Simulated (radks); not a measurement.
Removal energies from neutral titanium, [Ar] 3d3 4s1, by Delta-SCF beside the eigenvalue of the level emptied. Method: scalar-relativistic Kohn-Sham, LDA (Slater exchange, Perdew-Wang correlation), spin-polarised, spherical densities, finite nucleus; Fermi nuclear charge, rms radius of each element as measured or else 0.836 A^(1/3) + 0.57 fm; computed with a radial shooting solver on a logarithmic mesh with Libxc functionals. Open shells are filled with parallel spins first.

removed from   final configuration  Delta-SCF (eV)  -eigenvalue (eV)
4s                        [Ar] 3d3           6.895             4.271
3d                    [Ar] 3d2 4s1           7.082             2.567
3p            [Ne] 3s2 3p5 3d3 4s1          38.933            33.929
3s            [Ne] 3s1 3p6 3d3 4s1          62.410            57.257
